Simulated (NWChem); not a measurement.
The numbers come from NWChem runs, not from measurements. System: digermane (H6Ge2), charge 0, spin multiplicity 1, at a geometry optimised with PBE/def2-SVP. Level: CCSD(T)/6-31G* (spherical d), 18 core orbitals frozen.

Output (cleaned and shortened):

```
             Northwest Computational Chemistry Package (NWChem) 7.3.0
             --------------------------------------------------------

                                NWChem Input Module
                                -------------------

 Scaling coordinates for geometry "geometry" by  1.889725989
 (inverse scale =  0.529177249)

 Turning off AUTOSYM since
 SYMMETRY directive was detected!

                             Geometry "geometry" -> ""
                             -------------------------

 Output coordinates in angstroms (scale by  1.889725989 to convert to a.u.)

  No.       Tag          Charge          X              Y              Z
 ---- ---------------- ---------- -------------- -------------- --------------
    1 Ge                  32.0000     1.21792300     0.05150000    -0.00001900
    2 Ge                  32.0000    -1.21792300    -0.05150000    -0.00001900
    3 H                    1.0000     1.72775400     0.81186000     1.25269500
    4 H                    1.0000     1.73010500     0.78912500    -1.26541700
    5 H                    1.0000     1.82090900    -1.37811400     0.01333900
    6 H                    1.0000    -1.72775400    -0.81186000     1.25269500
    7 H                    1.0000    -1.73010500    -0.78912500    -1.26541700
    8 H                    1.0000    -1.82090900     1.37811400     0.01333900

 Effective nuclear repulsion energy (a.u.)     320.8250798370

            Nuclear Dipole moment (a.u.)
            ----------------------------
        X                 Y               Z
 ---------------- ---------------- ----------------
     0.0000000000     0.0000000000     0.0000340151

      Symmetry information
      --------------------

 Group name             C2
 Group number              4
 Group order               2
 No. of unique centers     4

      Symmetry unique atoms

     1    3    4    5


 Summary of "ao basis" -> "" (spherical)
 ------------------------------------------------------------------------------
       Tag                 Description            Shells   Functions and Types
 ---------------- ------------------------------  ------  ---------------------
 *                           6-31g*                   on all atoms

 Summary of "ao basis" -> "ao basis" (spherical)
 ------------------------------------------------------------------------------
       Tag                 Description            Shells   Functions and Types
 ---------------- ------------------------------  ------  ---------------------
[...]
task       666 out of       666 done 100%  at       2.3 secs
 commencing triples evaluation - blocking       1
 ccsd(t): done        1 out of       41 progress:    2.4%
 ccsd(t): done        2 out of       41 progress:    4.9%
 ccsd(t): done        3 out of       41 progress:    7.3%
 ccsd(t): done        4 out of       41 progress:    9.8%
 ccsd(t): done        5 out of       41 progress:   12.2%
 ccsd(t): done        6 out of       41 progress:   14.6%
 ccsd(t): done        7 out of       41 progress:   17.1%
 ccsd(t): done        8 out of       41 progress:   19.5%
 ccsd(t): done        9 out of       41 progress:   22.0%
 ccsd(t): done       10 out of       41 progress:   24.4%
 ccsd(t): done       11 out of       41 progress:   26.8%
 ccsd(t): done       12 out of       41 progress:   29.3%
 ccsd(t): done       13 out of       41 progress:   31.7%
 ccsd(t): done       14 out of       41 progress:   34.1%
 ccsd(t): done       15 out of       41 progress:   36.6%
 ccsd(t): done       16 out of       41 progress:   39.0%
 ccsd(t): done       17 out of       41 progress:   41.5%
 ccsd(t): done       18 out of       41 progress:   43.9%
 ccsd(t): done       19 out of       41 progress:   46.3%
 ccsd(t): done       20 out of       41 progress:   48.8%
 ccsd(t): done       21 out of       41 progress:   51.2%
 ccsd(t): done       22 out of       41 progress:   53.7%
 ccsd(t): done       23 out of       41 progress:   56.1%
 ccsd(t): done       24 out of       41 progress:   58.5%
 ccsd(t): done       25 out of       41 progress:   61.0%
 ccsd(t): done       26 out of       41 progress:   63.4%
 ccsd(t): done       27 out of       41 progress:   65.9%
 ccsd(t): done       28 out of       41 progress:   68.3%
 ccsd(t): done       29 out of       41 progress:   70.7%
 ccsd(t): done       30 out of       41 progress:   73.2%
 ccsd(t): done       31 out of       41 progress:   75.6%
 ccsd(t): done       32 out of       41 progress:   78.0%
 ccsd(t): done       33 out of       41 progress:   80.5%
 ccsd(t): done       34 out of       41 progress:   82.9%
 ccsd(t): done       35 out of       41 progress:   85.4%
 ccsd(t): done       36 out of       41 progress:   87.8%
 ccsd(t): done       37 out of       41 progress:   90.2%
 ccsd(t): done       38 out of       41 progress:   92.7%
 ccsd(t): done       39 out of       41 progress:   95.1%
 ccsd(t): done       40 out of       41 progress:   97.6%
 ccsd(t): done       41 out of       41 progress:  100.0%
 Time for integral evaluation pass     1        2.34
 Time for triples evaluation pass      1        4.97

 pseudo-e(mp4)  -0.11486518285583E-01
 pseudo-e(mp5)   0.12815582958345E-02
        e(t)    -0.10204959989749E-01

 --------------
 CCSD(T) Energy
 --------------
 Reference energy:                   -4153.625244870581810

 CCSD corr. energy:                     -0.508904586427906
 T(CCSD) corr. energy:                  -0.011486518285583
 Total CCSD+T(CCSD) energy:          -4154.145635975295590

 CCSD corr. energy:                     -0.508904586427906
 (T) corr. energy:                      -0.010204959989749
 Total CCSD(T) energy:               -4154.144354416999704

 routine      calls  cpu(0)   cpu-min  cpu-ave  cpu-max   i/o
 aoccsd          1     0.01     0.01     0.01     0.01    0.00
 iterdrv         1     0.02     0.02     0.02     0.02    0.00
 pampt          11     0.09     0.09     0.09     0.09    0.00
 t2pm           11     0.19     0.19     0.19     0.19    0.00
 sxy            11     0.41     0.41     0.41     0.41    0.00
 ints      4696626    41.20    41.20    41.20    41.20    0.00
 t2eri        7326     9.41     9.41     9.41     9.41    0.00
 idx2         7326     1.32     1.32     1.32     1.32    0.00
 idx34          11     0.17     0.17     0.17     0.17    0.00
 ht2pm          11     0.31     0.31     0.31     0.31    0.00
 itm            11     1.18     1.18     1.18     1.18    0.00
 pdiis          11     0.03     0.03     0.03     0.03    0.00
 triples         1     0.00     0.00     0.00     0.00    0.00
 rdtrpo          1     0.01     0.01     0.01     0.01    0.00
 trpmos          1     2.34     2.34     2.34     2.34    0.00
 trpdrv          1     0.67     0.67     0.67     0.67    0.00
 dovvv      213282     1.84     1.84     1.84     1.84    0.00
 doooo      213282     0.88     0.88     0.88     0.88    0.00
 tengy      201433     1.48     1.48     1.48     1.48    0.00
 Total                61.58    61.58    61.58    61.58    0.00

 Task  times  cpu:       66.3s     wall:       66.3s

 Total times  cpu:       66.3s     wall:       66.3s
```

Q: Write an NWChem input that would produce this output.

A: One answer among several that fit: 
```
start mol
memory heap 100 mb stack 700 mb global 1900 mb
geometry units angstroms nocenter noautoz
  Ge     1.217923     0.051500    -0.000019
  Ge    -1.217923    -0.051500    -0.000019
  H      1.727754     0.811860     1.252695
  H      1.730105     0.789125    -1.265417
  H      1.820909    -1.378114     0.013339
  H     -1.727754    -0.811860     1.252695
  H     -1.730105    -0.789125    -1.265417
  H     -1.820909     1.378114     0.013339
  symmetry group C2
end
basis spherical
  * library 6-31g*
end
scf
  rhf
  nopen 0
  maxiter 100
  thresh 1e-7
  semidirect memsize 60000000 filesize 0
end
ccsd
  freeze core 18
  maxiter 60
end
task ccsd(t) energy
```
